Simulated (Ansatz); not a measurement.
One change: `C[S][GeH2][SiH3]` becomes `C[S][GeH2][OH]`.

Ansatz, PBE0-D4/def2-TZVP geometries, multiplicity 1. Each molecule was computed in one conformer, which needn't be the lowest.

Scalar relativity is left out up to krypton.

```
                                          property  `C[S][GeH2][SiH3]`
    size of the dipole moment (PBE/def2-TZVPP) / D                1.35
size of the dipole moment (ωB97M-V/def2-TZVPP) / D                1.42
               HOMO–LUMO gap (PBE/def2-TZVPP) / eV                4.34
                 HOMO energy (PBE/def2-TZVPP) / eV               -5.48
               LUMO energy (B3LYP/def2-TZVPP) / eV               -0.49
                LUMO energy (PBE0/def2-TZVPP) / eV               -0.29
```

(1) Give the same properties after the change, and the shifts. (Best estimate.)

## Answers

(1) Computed: 
```
                                          property  `C[S][GeH2][OH]`  shift
    size of the dipole moment (PBE/def2-TZVPP) / D              2.33   0.98
size of the dipole moment (ωB97M-V/def2-TZVPP) / D              2.39   0.97
               HOMO–LUMO gap (PBE/def2-TZVPP) / eV              4.95   0.61
                 HOMO energy (PBE/def2-TZVPP) / eV             -5.79  -0.31
               LUMO energy (B3LYP/def2-TZVPP) / eV             -0.25   0.24
                LUMO energy (PBE0/def2-TZVPP) / eV              0.05   0.34
```

With PBE0 the HOMO falls by 0.38 eV and the LUMO rises by 0.34 eV, so the gap widens by about 0.72 eV. PBE moves the HOMO by -0.31 eV and ωB97M-V by -0.46 eV. Dipoles are sizes alone; their direction can turn.

B3LYP here is the variant with VWN-RPA as its local correlation; programs differ in this.
